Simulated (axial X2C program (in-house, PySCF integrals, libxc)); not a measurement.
**LiCu⁺: properties at the nuclei**

Calculated with an in-house all-electron X2C program for linear molecules (integrals from PySCF): two-component X2C with atomic mean-field Coulomb and Gaunt terms, Gaussian nuclei, basis Cu dyall-cv3z, Li dyall-cv3z with contracted cores.

R = 2.671 Å (near the PBE0 minimum at charge 1 of the determinant lowest at the starting distance; the state shown can have its own minimum elsewhere).

Determinant lowest in the PBE0 search, Ω = 1/2 (⟨Sz⟩ = 0.50, ⟨Lz⟩ = 0.00 at PBE0), spin on the atoms Cu 0.37, Li 0.13:

| level | Eeff magnitude (GV/cm) | Ws magnitude Cu (kHz) | A∥/gI Cu (MHz) | qzz Cu (a.u.) | A∥/gI Li (MHz) | qzz Li (a.u.) |
| --- | --- | --- | --- | --- | --- | --- |
| PBE0 | 0.748 | 0.636 | 3470 | 0.18 | 50.1 | -0.01 |
| HF | 0.82 | 0.717 | 2350 | -0.13 | 74.2 | -0.01 |
| BP86 | 0.617 | 0.515 | 3890 | 0.35 | 34.9 | -0.01 |
| PBE | 0.623 | 0.521 | 3790 | 0.35 | 38.5 | -0.01 |
| r2SCAN | 0.748 | 0.645 | 3760 | 0.29 | 48.7 | -0.01 |

Determinant 1.50 eV from it at PBE0 and this distance, Ω = 5/2 (⟨Sz⟩ = 0.50, ⟨Lz⟩ = 2.00 at PBE0), spin on the atoms Cu 0.51, Li -0.01:

| level | Eeff magnitude (GV/cm) | Ws magnitude Cu (kHz) | A∥/gI Cu (MHz) | qzz Cu (a.u.) | A∥/gI Li (MHz) | qzz Li (a.u.) |
| --- | --- | --- | --- | --- | --- | --- |
| PBE0 | 0.0635 | 0.0111 | 595 | -4.17 | 0.0725 | -0.01 |
| HF | 0.256 | 0.0437 | 614 | -4.17 | -1.35 | -0.01 |
| BP86 | 0.0481 | 0.00853 | 600 | -4.16 | 0.239 | -0.01 |
| PBE | 0.0509 | 0.00902 | 600 | -4.16 | 0.149 | -0.01 |
| r2SCAN | 0.0811 | 0.0142 | 616 | -4.21 | -0.075 | -0.01 |

Eeff is the effective electric field on the electron electric dipole moment in this Ω state and Ws the scalar–pseudoscalar constant of the nucleus named (defined with the proton number Z and per Ω); A∥ (defined per Ω) follows by multiplying with gI = μI/(I μN); qzz is the electric field gradient, eQq0 = 234.96 MHz × Q/barn × qzz. The operators were transformed with the bare-nucleus X2C matrices; with these basis sets, hyperfine constants and field gradients can be off by tens of per cent, and where levels differ in sign neither size nor sign is settled.

(1) With gI(63Cu) = 1.4824 (g factors from the IAEA table of nuclear moments by Stone), turn the PBE0 values of the first state into constants in MHz.

Each state is one determinant with collinear spin. Unrestricted Hartree–Fock can overshoot spin polarisation at the nuclei. Where Eeff spreads by more than a factor of two the levels disagree and none is to be relied on. At HF a later determinant lies lower. The search compared states at one distance, so a state with another bond length can lie lower. Further determinants of the search, some of them spin-mixed, are not shown. Where a field gradient or hyperfine factor spreads by more than a factor of two over the levels, a constant derived from it is not to be relied on. PBE0 term energies can be off by some tenths of an eV.

## Answers

(1) A∥(63Cu) = 3470 × 1.4824 = 5140 MHz.
